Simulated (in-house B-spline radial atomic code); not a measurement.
The numbers below are computed, except where a source is named.
**Correlation energy from the adiabatic connection: −V exp(−r²/w²), V = 26.1, w = 4.32**

Two electrons in a singlet, external potential −V exp(−r²/w²), V = 26.1, w = 4.32 (atomic units). Full CI in B-splines (partial waves to l = 8, correlation up to 0.6 % small) with the density held fixed gives W(λ) = <V_ee>_λ − U, and E_c is the integral of W(λ) − W(0) from 0 to 1.

| λ | W(λ) − W(0) (hartree) |
| --- | --- |
| 0 | 0.00000 |
| 0.02 | -0.00198 |
| 0.05 | -0.00492 |
| 0.12 | -0.01161 |
| 0.25 | -0.02345 |
| 0.4 | -0.03622 |
| 0.6 | -0.05190 |
| 0.8 | -0.06619 |
| 1 | -0.07926 |

Task: Integrate the table by the trapezoid rule.

Result: The strips give -0.00002, -0.00010, -0.00058, -0.00228, -0.00448, -0.00881, -0.01181, -0.01454, which sum to -0.04262 hartree. The direct value, W(1) − W(0) + T_c with T_c = 0.03655, is -0.04271; the curve is convex, so chords lie above it and the trapezoids fall short in size by 0.20 %.

Task: Now use only three numbers: W(0) = -0.95836, the initial slope W'(0) = -0.09967 (extrapolated from the first points) and the strong-coupling limit of the point-charge-plus-continuum model, W∞ = -1.3114. What do second-order theory and the interpolation W(λ) = W∞ + (W(0) − W∞)/√(1 + 2χλ) of Seidl, Perdew and Levy give?

Result: Second order keeps the slope alone: E_c = W'(0)/2 = -0.04983, +17 % in size against -0.04271. Matching the slope fixes χ = W'(0)/(W∞ − W(0)) = -0.09967/(-0.35304) = 0.28232. Integrating, with s = √(1 + 2χ) = 1.250855, E_c = −(W(0) − W∞)(s − 1)/(s + 1) = −0.35304 × 0.250855/2.250855 = -0.03935 hartree, -7.9 % in size against the full result. At λ = 1 the formula gives W − W(0) = -0.07080 against -0.07926. Part of the miss can come from the model's W∞.
